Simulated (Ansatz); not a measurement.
This triplet is an excited state, 1.33 eV above the relaxed singlet at the level frozen-core CCSD(T)/cc-pVTZ // B3LYP-D3(BJ)/def2-TZVP (Ansatz, a first-principles code).

Calculation: B3LYP-D3(BJ)/def2-TZVP (Ansatz). No frequencies were computed at this level.

Ansatz 0.2 input:
```yaml
crystal:
  periodic: [false, false, false]
  atoms:
    - { symbol: C, position_ang: [-0.770393, -0.070225, 0.02827] }
    - { symbol: C, position_ang: [0.649411, -0.437918, -0.045048] }
    - { symbol: O, position_ang: [1.662097, 0.312465, -0.507148] }
    - { symbol: H, position_ang: [-0.919324, 0.835497, 0.630706] }
    - { symbol: H, position_ang: [-1.187807, 0.120763, -0.971008] }
    - { symbol: H, position_ang: [-1.33511, -0.879787, 0.484975] }
    - { symbol: H, position_ang: [1.901119, 0.119203, -1.429875] }
basis:
  gaussian: { orbitals: def2-tzvp }
hamiltonian:
  xc: b3lyp
  dispersion: d3bj
relax:
  max_steps: 150
magnetization:
  spin_polarized: true
  initial_magnetization: 2
```

Output:

```
Functional definition: B3LYP
687 factors; their error is unknown
mean field evaluation 1: about -4177.8798 eV, gradient 4.0e1 eV
mean field evaluation 2: about -4174.6471 eV, gradient 4.8e1 eV
mean field evaluation 4: about -4184.2777 eV, gradient 2.8e0 eV
mean field evaluation 8: about -4184.3108 eV, gradient 6.7e-2 eV
mean field evaluation 16: about -4184.3065 eV, gradient 4.7e-5 eV
mean field -4184.30652837 eV, -153.7704286926 hartree, gradient 1.2e-5 eV, S^2 2.005454; 0 other end points of the search recorded, 0 dependent functions left out
reference -4184.30675918 eV, -153.7704371749 hartree; 13, 11 occupied and 104, 106 virtual orbitals, 687 factors
relax step   1: F+E_penalty+E_count = -4184.44450543 eV  Δ(F+E_penalty+E_count) = +0.000e0 eV  max|allowed force component| = 5.196e-1 eV/Å  Δτ_max = 0.0000 Å  (30 SCF iters, accepted)
these checks for a lower state are left out or cut short: starts, cluster_reference, orbital_swaps, neighbouring_geometries, increment
687 factors; their error is unknown
mean field -4184.31315434 eV, -153.7706721927 hartree, gradient 1.4e-5 eV, S^2 2.005390; 0 other end points of the search recorded, 0 dependent functions left out
reference -4184.31338547 eV, -153.7706806867 hartree; 13, 11 occupied and 104, 106 virtual orbitals, 687 factors
relax step   2: F+E_penalty+E_count = -4184.45120827 eV  Δ(F+E_penalty+E_count) = -6.703e-3 eV  max|allowed force component| = 1.936e-1 eV/Å  Δτ_max = 0.0134 Å  (32 SCF iters, accepted)
these checks for a lower state are left out or cut short: starts, cluster_reference, orbital_swaps, neighbouring_geometries, increment
687 factors; their error is unknown
mean field evaluation 32: about -4184.3151 eV, gradient 1.4e-5 eV
mean field -4184.31506948 eV, -153.7707425729 hartree, gradient 1.4e-5 eV, S^2 2.005339; 0 other end points of the search recorded, 0 dependent functions left out
reference -4184.31530054 eV, -153.7707510640 hartree; 13, 11 occupied and 104, 106 virtual orbitals, 687 factors
relax step   3: F+E_penalty+E_count = -4184.45316632 eV  Δ(F+E_penalty+E_count) = -1.958e-3 eV  max|allowed force component| = 4.172e-2 eV/Å  Δτ_max = 0.0168 Å  (33 SCF iters, accepted)
these checks for a lower state are left out or cut short: starts, cluster_reference, orbital_swaps, neighbouring_geometries, increment
687 factors; their error is unknown
mean field -4184.31515301 eV, -153.7707456424 hartree, gradient 1.3e-5 eV, S^2 2.005334; 0 other end points of the search recorded, 0 dependent functions left out
reference -4184.31538400 eV, -153.7707541311 hartree; 13, 11 occupied and 104, 106 virtual orbitals, 687 factors
relax step   4: F+E_penalty+E_count = -4184.45325964 eV  Δ(F+E_penalty+E_count) = -9.332e-5 eV  max|allowed force component| = 2.032e-2 eV/Å  Δτ_max = 0.0035 Å  (33 SCF iters, accepted)
these checks for a lower state are left out or cut short: starts, cluster_reference, orbital_swaps, neighbouring_geometries, increment
687 factors; their error is unknown
mean field -4184.31521878 eV, -153.7707480596 hartree, gradient 1.3e-5 eV, S^2 2.005336; 0 other end points of the search recorded, 0 dependent functions left out
reference -4184.31544977 eV, -153.7707565482 hartree; 13, 11 occupied and 104, 106 virtual orbitals, 687 factors
relax step   5: F+E_penalty+E_count = -4184.45328859 eV  Δ(F+E_penalty+E_count) = -2.895e-5 eV  max|allowed force component| = 4.725e-3 eV/Å  Δτ_max = 0.0054 Å  (33 SCF iters, accepted)
687 factors; their error is unknown
mean field evaluation 64: about -4184.3152 eV, gradient 2.2e-2 eV
mean field -4184.31521878 eV, -153.7707480596 hartree, gradient 1.3e-5 eV, S^2 2.005336; 1 other end points of the search recorded, 0 dependent functions left out
reference -4184.31544977 eV, -153.7707565482 hartree; 13, 11 occupied and 104, 106 virtual orbitals, 687 factors
Total energy: -4184.45351958 eV, -153.7758305199 hartree
Atom 0 at    -0.769428    -0.073303     0.023481 Å, force     0.000582    -0.000368     0.001907 eV/Å
Atom 1 at     0.658062    -0.455496    -0.064285 Å, force     0.000996     0.002694    -0.001399 eV/Å
Atom 2 at     1.644655     0.337413    -0.506757 Å, force    -0.004725    -0.003597    -0.000525 eV/Å
Atom 3 at    -0.900183     0.835206     0.627126 Å, force     0.001206    -0.000523    -0.000595 eV/Å
Atom 4 at    -1.205258     0.119862    -0.968068 Å, force     0.000840    -0.000720    -0.000292 eV/Å
Atom 5 at    -1.341032    -0.874619     0.491177 Å, force     0.001625     0.001460    -0.001370 eV/Å
Atom 6 at     1.913178     0.110935    -1.411802 Å, force    -0.000523     0.001055     0.002274 eV/Å
Dipole moment:    -0.119299     0.012073    -0.316237 e Å
```

Cost: around 17 core-seconds (rough).
